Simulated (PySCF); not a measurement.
Ionising SrCa

PBE; PySCF, scalar-relativistic core potentials, basis sets Sr def2-SVPD with ECP28, Ca def2-SVPD. Neutral (UKS): singlet (closed shell), Re = 4.342 Å, ωe = 69.3 cm⁻¹, De = 0.24 eV, HOMO -3.20 eV, LUMO -1.98 eV.

SrCa⁺ (UKS): doublet (σ ↑), Re = 4.027 Å, ωe = 101 cm⁻¹, De = 1.10 eV to Sr⁺ + Ca. The energies at the minima are -707.92445 hartree for SrCa and -707.74689 for SrCa⁺.

(1) Work out the adiabatic ionisation energy, without and with harmonic zero-point energies (1 hartree = 27.2114 eV, 1 eV = 8065.5 cm⁻¹), and the change of the bond length.

Closed-shell solutions of metal pairs were not tested for spin polarisation, which can lower them a little. Weak bonds: SrCa. Basis-set superposition, not corrected here, can be much of De in a small basis, most of all at correlated wavefunction levels. Spin–orbit coupling is left out. For an ion De counts to the pair picked by the measured ionisation energies or electron affinities, which need not be the lowest pair at this level. States were picked by a PBE0 search and need not be the measured ground states.

## Answers

(1) At PBE: 0.17756 hartree = 4.832 eV between the minima; the zero-point term (101.0 − 69.3)/2 cm⁻¹ = +0.002 eV makes it 4.834 eV. Re changes by -31.5 pm against the neutral. Minus the HOMO energy is 3.20 eV, -1.63 eV from the value between the minima; self-interaction puts the Kohn–Sham level too high, less so with exact exchange. The electron leaves a σ orbital, and the shorter bond of the ion fits an antibonding orbital, or a change in how ionic the bond is.
